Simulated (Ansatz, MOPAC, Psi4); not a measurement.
Species: C3H2F3 (charge 0, doublet). SMILES: [H]/[C]=C\C(F)(F)F
Coordinates optimised at B3LYP-D3(BJ)/def2-TZVP (Ansatz, a first-principles code):
```
C
C 1 1.3007
H 2 1.0768 1 138.84
H 1 1.0907 2 122.40 3 0.00
C 1 1.5021 4 113.72 2 180.00
F 5 1.3391 1 113.16 4 -180.00
F 5 1.3508 6 107.65 1 -122.66
F 5 1.3508 6 107.65 7 -114.68
```
Charge 0, spin multiplicity 2.

Property: enthalpy of formation at 298 K, in kcal/mol. Conventions: six Cartesian d functions in 6-31G* and its kin unless marked 5d; open shells spin-unrestricted; non-relativistic; no spin-orbit coupling; dispersion terms only where a functional's name holds one; frozen cores in correlated levels; 6-311+G** with 5d; LANL2DZ all-electron up to Ne. First-principles rows: single points at B3LYP-D3(BJ) geometries (Ansatz), with unscaled harmonic terms from B3LYP/6-31G* (Ansatz) at its own minima, enthalpies of formation by atomisation with measured atoms. Semi-empirical rows: MOPAC heats of formation at their own minima for 298 K. A UHF reference is markedly spin-contaminated in at least one set, which strains HF and MP2.

```
level                           program  enthalpy of formation at 298 K (kcal/mol)
-----------------------  --------------  -----------------------------------------
AM1                               MOPAC                                      -98.0
HF/3-21G                         Ansatz                                      191.5
HF/6-311+G**                     Ansatz                                      155.4
PBE/3-21G                        Ansatz                                     -119.4
BLYP/6-31G*                      Ansatz                                     -102.1
B3LYP/STO-3G                     Ansatz                                     -130.9
B3LYP/LANL2DZ                    Ansatz                                      -10.9
B3LYP/6-31G*                     Ansatz                                      -90.7
B3LYP/6-31G**                    Ansatz                                      -92.9
B3LYP/6-311+G**                  Ansatz                                      -71.1
wB97X-D/6-31G*                     Psi4                                      -93.6
MP2/STO-3G                       Ansatz                                       37.5
MP2/6-31G*                       Ansatz                                      -58.4
MP2/6-311+G**                    Ansatz                                      -56.3
B3LYP-D3(BJ)/def2-TZVPD  Ansatz + dftd3                                      -86.7
PBE0/def2-TZVPD                  Ansatz                                      -96.9
```

No value to compare with is used here. The 14 habitual levels span -130.9 (B3LYP/STO-3G) to 191.5 kcal/mol (HF/3-21G); B3LYP-D3(BJ)/def2-TZVPD gives -86.7.

The levels are drawn from those run, B3LYP/6-31G* more often than the rest, none by its result; left out are runs that failed, that the program found above a lower state of the same kind, or whose <S^2> lies over 0.5 above the pure value.
